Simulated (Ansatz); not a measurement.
Basis-set extrapolation for CH₄S₂Si, SMILES `C1[SiH2]SS1` (PBE0-D4/def2-TZVP geometry, frozen core, Ansatz). Multiplicity 1, RHF reference.

```json
{"": "HF", "def2-TZVPP": "-1124.250844", "def2-QZVPP": "-1124.284169"}
{"": "MP2 correlation", "def2-TZVPP": "-0.635241", "def2-QZVPP": "-0.687607"}
{"": "CCSD(T) correlation", "def2-TZVPP": "-0.718795", "def2-QZVPP": "not run"}
```

Energies in hartree. Use E(X) = E(∞) + A·exp(−7.88·√X) for Hartree–Fock and E(X) = E(∞) + B·X^(−2.97) for correlation, with X = 3 and 4, and add CCSD(T) minus MP2 of the smaller set to the MP2 limit.

What is the CCSD(T) energy at the basis-set limit?

HF limit: -1124.284169 + (-0.033325) × 0.13774 = -1124.28876. MP2 limit: -0.687607 + (-0.052366) × 0.74074 = -0.72640. Higher-order term: -0.718795 − (-0.635241) = -0.08355. Total: -1125.09871 hartree, 338.9 kJ/mol below CCSD(T)/def2-TZVPP.
